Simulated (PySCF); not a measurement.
# What a mistake does to a calculation on AlBCClH4

Calculated results; nothing here was measured. They come from PySCF 2.14.0, an open-source quantum chemistry program, on an isolated molecule that a program drew, which may never have been made. The molecule is AlBCClH4 (charge 0, doublet), drawn as the SMILES string `C[B][AlH][Cl]`.

Each row is a Hartree-Fock (HF) and frozen-core CCSD(T) single point in the cc-pV(D+d)Z basis, meant for a local HF minimum. Run 1 is clean. Each other run has one planted mistake out of seven kinds, and not every kind appears here: one electron removed, one electron added, multiplicity raised by two, geometry at a saddle point, minimal basis STO-3G, one bond length entered in bohr, all coordinates scaled. The reference is restricted for singlets and unrestricted otherwise, and also for a bond in bohr. Adding or removing an electron swaps singlet and doublet. Electrons count all cores. HOMO and LUMO are orbital energies over both spins, the gradient is its largest component, and the lowest frequency (negative if imaginary) is given only where the gradient is small. Bond lengths are over the 7 bonds as drawn. T1 is the CCSD diagnostic: over 0.02 (restricted) or 0.045 (unrestricted) a single reference is doubtful.

Geometry of the clean run:
```xyz
8
AlBCClH4, angstrom
C    -1.5719   -0.4280    1.0421
B    -0.8100    0.5147    0.0765
Al    0.1307    1.7471   -1.2455
Cl   -0.8851    2.1912   -3.0645
H    -2.5170   -0.6677    0.5324
H    -1.8319    0.0374    1.9967
H    -1.0586   -1.3756    1.2265
H     1.5451    2.3874   -1.0147
```

```
run,electrons,basis functions,<S^2>,HOMO (eV),LUMO (eV),gradient (hartree/bohr),lowest frequency (cm^-1),mean bond (Å),longest bond (Å),T1,HF (hartree),CCSD(T) (hartree),mistake
1,45,94,0.758,-7.81,1.08,2.7e-05,85,1.5106,2.130,0.0124,-766.32319,-766.78608,no fault
2,44,94,0.000,-16.35,-5.93,5.6e-02,-,1.5106,2.130,0.0152,-766.07241,-766.52520,one electron removed
3,45,32,0.765,-5.69,6.73,3.9e-02,-,1.5106,2.130,0.0120,-757.70192,-757.84428,minimal basis STO-3G
4,45,94,1.251,-8.47,0.69,4.3e-02,-,1.6495,2.130,0.0423,-766.21445,-766.67498,?
```

**Which mistake was planted in run 4, and what did it cost?**

The mean bond changes by a factor of 1.092 and the longest by 1.000, so the molecule wasn't scaled as a whole. A length L in bohr read as angstrom grows by (1/0.5292 - 1) L = 0.890 L. The 7 bonds together grew by 7 x 0.1389 = 0.972 Å, which gives L = 1.093 Å. That is the length of one of the C-H bonds, 1.093 Å in the clean geometry. So the mistake is: one bond length entered in bohr. Subtracting run 1 and multiplying by 627.51 kcal/mol a hartree, the energy moved by 68.2 kcal/mol in HF and 69.7 kcal/mol in CCSD(T).

